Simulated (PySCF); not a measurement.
## Electron correlation in Pb²⁺ (lead, charge +2)

[Xe] 4f14 5d10 6s2, closed-shell 1S. Calculation: PySCF 2.14, in aug-cc-pwCVTZ-DK3 (11s10p8d5f1g, 125 functions); the spin-free X2C one-electron Hamiltonian (Gaussian nucleus). Frozen: [Xe] 4f14 5d10; 2 electrons correlated.

With two correlated electrons CCSD is exact within the correlated space (frozen core and kept virtual orbitals).

```csv
level,correlation energy (mhartree)
CCSD,-28.09
```

Diagnostics: T1 = 0.0027, D1 = 0.0038, largest double amplitude 0.077.

Is a single reference adequate?

Mostly. T1 lies below 0.03, but a double amplitude of this size points to a near-degeneracy that CCSD handles and MP2 describes poorly.
